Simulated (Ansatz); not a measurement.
The cluster Li₅Sn⁻. Total charge -1; singlet. Geometry r2SCAN-D4/def2-TZVPD; atoms count from 1.

```xyz
6

Li   -0.533   -1.539    2.622
Li   -1.485   -0.531   -0.397
Li    1.518   -0.551    0.198
Li    0.661   -0.139   -3.332
Li    0.161    1.931   -0.741
Sn   -0.321    0.829    1.650
```

In the def2 sets Sn takes a core potential; there is no spin–orbit coupling. The restricted singlet is unstable towards broken spin symmetry in Hartree–Fock (as tested in another run); at PBE0-D4/def2-TZVPD this wasn't settled. Another isomer (singlet) lies 0.35 eV lower at PBE0-D4/def2-TZVPD; other spin states weren't run for this one.

Q: Estimate the Mulliken populations from the PBE0/def2-TZVPD orbitals of Ansatz.

A: 
```json
{"atom": "Li1", "charge (e)": "0.06"}
{"atom": "Li2", "charge (e)": "0.20"}
{"atom": "Li3", "charge (e)": "0.20"}
{"atom": "Li4", "charge (e)": "-0.32"}
{"atom": "Li5", "charge (e)": "0.07"}
{"atom": "Sn6", "charge (e)": "-1.22"}
```
Mulliken values and Mayer orders depend strongly on the basis. With diffuse functions, as here, like atoms can get unlike values, and bond orders can come out too low or too high.

Q: And the Mayer bond orders between bonded heavy atoms (over 0.3)?

A: Li1–Sn6 1.08 (2.57 Å); Li2–Sn6 0.65 (2.72 Å); Li3–Sn6 0.65 (2.72 Å); Li5–Sn6 0.78 (2.68 Å). Values over 0.3 also appear between atoms too far apart for a bond (Li4–Li5 0.30 at 3.35 Å; Li4–Sn6 0.35 at 5.17 Å); they arise where an orbital or an unpaired electron spreads over both atoms.
